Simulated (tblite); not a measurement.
C₂H₉NOSi₂.
Structure used (GFN2-xTB), in Å, numbered top down from 1:
```xyz
15
C2H9NOSi2 angstrom
C     -2.9734   -0.2591   -0.4092
N     -2.1415    0.8760   -0.1863
C     -0.8866    0.7805   -0.1754
Si     0.2408   -0.7370   -0.4231
O      1.7538   -0.1697   -0.3374
Si     3.1797    0.4862    0.0534
H     -3.6004   -0.0501   -1.2774
H     -2.4202   -1.1936   -0.5690
H     -3.6339   -0.3659    0.4529
H     -0.3730    1.7248    0.0051
H      0.1243   -1.3222   -1.7591
H      0.0782   -1.7223    0.6482
H      3.8214   -0.4260    0.9975
H      3.9077    0.5954   -1.2077
H      2.9188    1.7912    0.6600
```

Computed values, GFN2-xTB/tblite, gas phase, harmonic and unscaled. Against measured fundamentals such values can be off by several per cent, at times by over 20. Modes of hydrogen on silicon can be 10 to 20 % off. One conformer, not necessarily the lowest. The optimisation stopped once no atom felt more than 0.01 eV/Å.

Lowest wavenumbers of the output (negative numbers stand for imaginary wavenumbers):
```
mode    cm-1
  1     -27.0
  2      24.1
  3      28.0
  4      58.8
  5     151.5
  6     156.5
  7     208.2
  8     317.6
```

Is this structure a minimum?

Not by this Hessian. 1 mode is imaginary beyond 20i (27i cm⁻¹), so at this level the point lies at or near a first-order saddle. The curvature is small, so loose convergence or finite differences may be the whole cause.

Which atoms move in the imaginary mode?

27i: H13 (Si–H hydrogen) 32 %, H15 (Si–H hydrogen) 30 %, H14 (Si–H hydrogen) 29 %. These are shares of the mass-weighted motion.

What is the remedy?

Step along that mode in both directions, optimise again with tighter thresholds and repeat the frequencies. The zero-point energy of this point (63.8 kcal/mol) counts the 38 real modes alone, and thermal corrections from it aren't those of a minimum.

Hardware: one thread of an Arm Neoverse V1, shared host. Cost: 0.48 s of wall time. This covers the Hessian and the dipole derivatives.
